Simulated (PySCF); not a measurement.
Two-component Hartree-Fock for Cr(3+) (chromium, charge +3)

Start: [Ar] 3d3; 3d3/2 filled at m_j = -1/2, +1/2, +3/2. Calculated with PySCF 2.14 in x2c-TZVPPall-2c (6s7p4d2f1g, 70 functions): generalised Hartree-Fock with the X2C-1e Hamiltonian and a Gaussian nucleus; one run each with spin-orbit coupling (SO) switched off, then screened by Boettger's factors.

```csv
spinor shell,electrons,"ε, spin-free (eV)","ε, screened SO (eV)",weight of nominal j (screened SO),"rms radius, screened SO (bohr)"
1s1/2,2,-6083.3,-6083.3,1.000,0.0734
2s1/2,2,-765.38,-765.35,1.000,0.316
2p1/2,2,-646.55,-653.00,0.982,0.286
2p3/2,4,-646.55,-643.35,0.991,0.288
3s1/2,2,-131.63,-131.62,1.000,0.953
3p1/2,2,-96.038,-98.102,0.655,1.02
3d3/2,3,-50.147,-50.162,0.613,1.20
```

(1) Where does 3p3/2 lie, and what is the 3p spin-orbit splitting (screened SO)?

```json
{"quantity": "E (hartree)", "spin-free": "-1047.76800", "screened SO": "-1047.78177"}
{"quantity": "M_J", "spin-free": "3/2", "screened SO": "3/2"}
{"quantity": "⟨J²⟩", "spin-free": "6.755", "screened SO": "6.662"}
{"quantity": "⟨L²⟩", "spin-free": "12.005", "screened SO": "12.003"}
{"quantity": "⟨S²⟩", "spin-free": "3.751", "screened SO": "3.750"}
```

The determinant has a definite M_J but mixes levels of different J.

Each row is a mean over spinors that exchange with the open shell spreads, by up to 11.032 eV (3p1/2).

Rows whose weight is well below 1 are mixtures of j = l ± 1/2: exchange outweighs spin-orbit coupling there, and the label is only the starting occupation.

Without spin-orbit coupling the j labels of p, d and f shells carry no meaning; the spin-free column gives the mean over the occupied spinors of each nl shell, and its ⟨J²⟩ belongs to a mixture of degenerate components.

Results:

(1) At -95.000 eV, 3.101 eV above 3p1/2.
